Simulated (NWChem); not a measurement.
Species: C$_{3}$H$_{4}$BF$_{2}$N; SMILES C(=C=CB(F)F)N

```xyz
11

N      0.2326    -3.0826    -0.4850
C     -0.0640    -2.1028     0.4571
C     -0.5012    -0.8804     0.2433
C     -0.9448     0.3484     0.0533
B      0.0181     1.5573    -0.0137
F     -0.4393     2.7849    -0.2065
F      1.3275     1.4286     0.1125
H      0.3434    -2.7370    -1.4319
H      1.0074    -3.6809    -0.2212
H      0.0220    -2.4255     1.5028
H     -2.0254     0.5222    -0.0624
```
Atoms are numbered in this order, from 1.

All runs: NWChem. All runs use the structure optimised with PBE0/def2-SVP. Hybrids' shares of exact exchange are those that their runs print; pure functionals count as 0. The functionals differ in more than this share.

```
row                                   share of exact exchange  orbital gap (eV)
------------------------------------  -----------------------  ----------------
PBE/def2-SVP                                             0.00              2.87
LDA (Slater exchange, VWN5)/def2-SVP                     0.00              2.77
TPSSh/def2-SVP                                           0.10          withheld
B3LYP/def2-SVP                                           0.20              4.62
PBE0/def2-SVP                                            0.25              5.04
```

Problem. Fit a straight line of the last column on the one before it, predict the withheld value, and compare with the run.

Solution. 
1. Means of the 4 shown rows: x = 0.113, y = 3.825. Slope Σ(x − x̄)(y − ȳ)/Σ(x − x̄)² = 0.4627/0.05188 = 8.920; intercept 2.822.
2. The shown rows scatter about the line by 0.037 (root mean square); the largest residual is -0.05, at LDA (Slater exchange, VWN5)/def2-SVP.
3. At x = 0.10 (TPSSh/def2-SVP; inside the shown range) the line gives 3.71.
4. The run gives 3.93, +0.22 from the line, 6.0 times the scatter.
